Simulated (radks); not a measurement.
Problem. All-electron atom: Tc I in [Kr] 4d5 5s2. All-electron calculation, Dirac Kohn-Sham, OLYP, spin-unpolarised, spherical densities, finite nucleus; open shells are shared between the two j in proportion to 2j + 1; Fermi nuclear charge, rms radius 4.4112 fm. Program: a radial shooting solver on a logarithmic mesh with Libxc functionals. Some entries of the table are withheld. Estimate them.

| orbital | occ. | eigenvalue (eV) | <1/r> (bohr^-1) | <r> (bohr) |
|---|---|---|---|---|
| 1s1/2 | 2 | -20855.39 | (1) | 0.03429 |
| 2s1/2 | 2 | -2977.788 | (2) | 0.1492 |
| 2p1/2 | 2 | -2746.331 | 10.18 | 0.1271 |
| 2p3/2 | 4 | -2628.109 | 9.668 | 0.1318 |
| 3s1/2 | 2 | -519.1964 | 3.510 | 0.4149 |
| 3p1/2 | 2 | (3) | 3.411 | 0.4087 |
| 3p3/2 | 4 | (4) | 3.288 | 0.4192 |
| 3d3/2 | 4 | -253.1454 | (5) | 0.3962 |
| 3d5/2 | 6 | -249.3258 | (6) | 0.3997 |
| 4s1/2 | 2 | -73.4023 | 1.296 | 1.057 |
| 4p1/2 | 2 | -47.4122 | 1.176 | 1.151 |
| 4p3/2 | 4 | -44.4685 | 1.140 | 1.181 |
| 4d3/2 | 2 | -6.7847 | 0.8023 | (7) |
| 4d5/2 | 3 | -6.4940 | 0.7922 | (8) |
| 5s1/2 | 2 | -4.7087 | 0.3866 | 3.339 |

Solution. 
(1) 1s1/2 <1/r> (bohr^-1): 44.70
(2) 2s1/2 <1/r> (bohr^-1): 10.20
(3) 3p1/2 eigenvalue (eV): -430.2149
(4) 3p3/2 eigenvalue (eV): -410.4038
(5) 3d3/2 <1/r> (bohr^-1): 3.107
(6) 3d5/2 <1/r> (bohr^-1): 3.075
(7) 4d3/2 <r> (bohr): 1.691
(8) 4d5/2 <r> (bohr): 1.713
